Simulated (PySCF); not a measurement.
diethyl ether (C4H10O), SMILES CCOCC. Geometry: PBE-D3(BJ)/def2-SVP. The values are those of a single conformer.

Computed equilibrium geometry at PBE-D3(BJ)/def2-SVP (PySCF confirms it by a frequency run) as bond lengths and angles (one conformer of several):
Atoms: C1 C2 O3 C4 C5 H6 H7 H8 H9 H10 H11 H12 H13 H14 H15. Bonded distances (Å): C1–C2 1.519, C1–H6 1.108, C1–H7 1.108, C1–H8 1.108, C2–O3 1.415, C2–H9 1.121, C2–H10 1.118, O3–C4 1.416, C4–C5 1.528, C4–H11 1.120, C4–H12 1.110, C5–H13 1.109, C5–H14 1.109, C5–H15 1.109. Bond angles (°): C2–C1–H6 110.5, C2–C1–H7 110.5, C2–C1–H8 110.8, H6–C1–H7 107.9, H6–C1–H8 108.6, H7–C1–H8 108.4, C1–C2–O3 108.6, C1–C2–H9 110.5, C1–C2–H10 109.9, O3–C2–H9 110.1, O3–C2–H10 111.5, H9–C2–H10 106.3, C2–O3–C4 114.7, O3–C4–C5 114.2, O3–C4–H11 110.2, O3–C4–H12 105.6, C5–C4–H11 110.0, C5–C4–H12 109.7, H11–C4–H12 106.9, C4–C5–H13 110.4, C4–C5–H14 110.4, C4–C5–H15 112.2, H13–C5–H14 108.3, H13–C5–H15 107.4, H14–C5–H15 108.0.
Charge 0, spin multiplicity 1.
